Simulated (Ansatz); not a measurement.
**Nudged elastic band run: C3H9FGe**

input.yaml

```yaml
crystal:
  periodic: [false, false, false]
  atoms:
    - { symbol: C, position_ang: [-1.58936, -0.248116, 1.26889] }
    - { symbol: Ge, position_ang: [0.351757, -0.455112, 1.102275] }
    - { symbol: C, position_ang: [1.016692, 0.562662, -0.470043] }
    - { symbol: C, position_ang: [0.488205, 0.12091, -1.818848] }
    - { symbol: F, position_ang: [0.65187, 1.882758, -0.267847] }
    - { symbol: H, position_ang: [-1.849868, 0.810587, 1.297887] }
    - { symbol: H, position_ang: [-2.106293, -0.709517, 0.426252] }
    - { symbol: H, position_ang: [-1.945889, -0.718007, 2.186598] }
    - { symbol: H, position_ang: [0.731054, -1.937888, 0.925817] }
    - { symbol: H, position_ang: [1.058635, 0.090819, 2.352115] }
    - { symbol: H, position_ang: [2.107861, 0.539237, -0.480242] }
    - { symbol: H, position_ang: [0.864358, 0.77873, -2.604679] }
    - { symbol: H, position_ang: [-0.602129, 0.151955, -1.848781] }
    - { symbol: H, position_ang: [0.810307, -0.898218, -2.040594] }
basis:
  gaussian: { orbitals: def2-SVP }
hamiltonian:
  xc: hf
neb:
  order_check: false
  images: 1
  f_tol: 0.05
  max_iterations: 60
  climbing: true
  final_atoms:
    - { symbol: C, position_ang: [-1.55460771, -0.37091424, 1.28136182] }
    - { symbol: Ge, position_ang: [0.39515657, -0.43056819, 1.09787416] }
    - { symbol: C, position_ang: [0.96574164, 0.64011657, -0.47654449] }
    - { symbol: C, position_ang: [0.46222514, 0.16177107, -1.82245712] }
    - { symbol: F, position_ang: [0.49998267, 1.92686843, -0.26727432] }
    - { symbol: H, position_ang: [-1.89272586, 0.66537199, 1.31944495] }
    - { symbol: H, position_ang: [-2.04251817, -0.86402539, 0.43936195] }
    - { symbol: H, position_ang: [-1.86792442, -0.87175723, 2.19846148] }
    - { symbol: H, position_ang: [0.88386558, -1.87995187, 0.91355111] }
    - { symbol: H, position_ang: [1.06968657, 0.16332597, 2.34373336] }
    - { symbol: H, position_ang: [2.0552315, 0.7026655, -0.49593111] }
    - { symbol: H, position_ang: [0.86185302, -0.82813568, -2.0500965] }
    - { symbol: H, position_ang: [0.77860319, 0.84932997, -2.60925656] }
    - { symbol: H, position_ang: [-0.62736971, 0.1067031, -1.84342873] }
  initial_path:
    images:
      - { positions_ang: [[-1.58936, -0.248116, 1.26889], [0.351757, -0.455112, 1.102275], [1.016692, 0.562662, -0.470043], [0.488205, 0.12091, -1.818848], [0.65187, 1.882758, -0.267847], [-1.849868, 0.810587, 1.297887], [-2.106293, -0.709517, 0.426252], [-1.945889, -0.718007, 2.186598], [0.731054, -1.937888, 0.925817], [1.058635, 0.090819, 2.352115], [2.107861, 0.539237, -0.480242], [0.864358, 0.77873, -2.604679], [-0.602129, 0.151955, -1.848781], [0.810307, -0.898218, -2.040594]] }
      - { positions_ang: [[-1.48747471, -0.40416875, 1.25468637], [0.3936254, -0.41778102, 1.06673726], [0.92343023, 0.66133599, -0.47257402], [0.47148914, 0.10246177, -1.75795954], [0.50730812, 1.95122063, -0.30943456], [-1.87365503, 0.70592651, 1.34374508], [-1.97868376, -0.80953848, 0.34690627], [-1.80587102, -0.91670873, 2.13532857], [0.86269091, -1.86230121, 0.90686963], [1.04315687, 0.15837935, 2.37975417], [2.05593341, 0.66784313, -0.48324374], [1.28680126, -0.119076, -2.4215418], [-0.18995494, 0.97828567, -2.32305733], [-0.22159588, -0.72507886, -1.63741636]] }
      - { positions_ang: [[-1.55460771, -0.37091424, 1.28136182], [0.39515657, -0.43056819, 1.09787416], [0.96574164, 0.64011657, -0.47654449], [0.46222514, 0.16177107, -1.82245712], [0.49998267, 1.92686843, -0.26727432], [-1.89272586, 0.66537199, 1.31944495], [-2.04251817, -0.86402539, 0.43936195], [-1.86792442, -0.87175723, 2.19846148], [0.88386558, -1.87995187, 0.91355111], [1.06968657, 0.16332597, 2.34373336], [2.0552315, 0.7026655, -0.49593111], [0.86185302, -0.82813568, -2.0500965], [0.77860319, 0.84932997, -2.60925656], [-0.62736971, 0.1067031, -1.84342873]] }
```

Launched with:

```bash
$ ansatz run input.yaml --threads 2 --pin off --max-ram 3072MiB --backend cpu --events-out ev --progress --plain --runs-dir out
```

Output, in part (warnings, iteration lines, the closing report on the highest movable image, with atoms numbered from 0):

```
NEB end point (image 0): max|allowed force component| = 1.332e-2 eV/Å (the criterion of neb.relax_end_points is 1.000e-2)
NEB end point (image 2): max|allowed force component| = 1.172e-2 eV/Å (the criterion of neb.relax_end_points is 1.000e-2)
NEB iter   1: max|band force component| = 3.161e0 eV/Å  barrier→ = 0.8273 eV  barrier← = 0.8273 eV  Δτ_max = 0.1572 Å  (101 SCF iters)
NEB iter   2: max|band force component| = 9.330e-1 eV/Å  barrier→ = 0.2144 eV  barrier← = 0.2145 eV  Δτ_max = 0.0935 Å  (31 SCF iters)
NEB iter   3: max|band force component| = 6.479e-1 eV/Å  barrier→ = 0.1821 eV  barrier← = 0.1821 eV  Δτ_max = 0.0331 Å  (32 SCF iters)
NEB iter   4: max|band force component| = 1.190e-1 eV/Å  barrier→ = 0.1601 eV  barrier← = 0.1601 eV  CI = image 1  Δτ_max = 0.0105 Å  (32 SCF iters)
NEB iter   5: max|band force component| = 5.711e-2 eV/Å  barrier→ = 0.1596 eV  barrier← = 0.1596 eV  CI = image 1  Δτ_max = 0.0076 Å  (26 SCF iters)
NEB iter   6: max|band force component| = 1.149e-2 eV/Å  barrier→ = 0.1595 eV  barrier← = 0.1595 eV  CI = image 1  Δτ_max = 0.0000 Å  (60 SCF iters)
Total energy: -62401.27037301 eV, -2293.2043891081 hartree
Atom 0 at    -1.551893    -0.350272     1.282074 Å, force     0.006998     0.000066    -0.000628 eV/Å
Atom 1 at     0.398070    -0.428178     1.106537 Å, force    -0.008424    -0.000709     0.001151 eV/Å
Atom 2 at     0.968679     0.635975    -0.470014 Å, force     0.004606    -0.004930    -0.009720 eV/Å
Atom 3 at     0.468102     0.134742    -1.827986 Å, force     0.000299    -0.001022     0.011484 eV/Å
Atom 4 at     0.493459     1.920765    -0.258598 Å, force    -0.000871     0.002673     0.004368 eV/Å
Atom 5 at    -1.875442     0.688827     1.352499 Å, force    -0.001931    -0.000334    -0.000050 eV/Å
Atom 6 at    -2.041068    -0.807178     0.420551 Å, force    -0.000583     0.000199    -0.000188 eV/Å
Atom 7 at    -1.878035    -0.877370     2.179714 Å, force    -0.001465     0.001043     0.000400 eV/Å
Atom 8 at     0.873509    -1.880307     0.909213 Å, force     0.002294    -0.000919     0.000050 eV/Å
Atom 9 at     1.074249     0.151183     2.358766 Å, force     0.000198     0.001025    -0.003999 eV/Å
Atom 10 at     2.055728     0.715821    -0.478516 Å, force    -0.000257     0.001998     0.000436 eV/Å
Atom 11 at     1.289514    -0.040700    -2.523424 Å, force    -0.000029     0.002629    -0.001361 eV/Å
Atom 12 at    -0.179727     0.897517    -2.259579 Å, force     0.001796    -0.002443    -0.000899 eV/Å
Atom 13 at    -0.107945    -0.790026    -1.762437 Å, force    -0.002630     0.000724    -0.001045 eV/Å
Dipole moment:     0.005355    -0.323801    -0.116638 e Å
```

It converged. Another band between the same ends (9 images) ends at a top of the same energy, where a vibrational analysis finds 1 clearly imaginary mode. So few images can step over the top or miss a turn of the path.

Final band (atoms are numbered from 1 in the order of the input):

| image | path coordinate (Å) | energy (kJ/mol) | dihedral Ge2–C3–C4–H14 (°) |
| --- | --- | --- | --- |
| 0 | 0.00 | 0.0 | -64 |
| 1 | 1.69 | 15.4 | -3 |
| 2 | 3.43 | 0.0 | 57 |

The run took 20 s on 2 threads of Arm Neoverse V2, with other jobs on the host, peak memory 0.37 GiB.
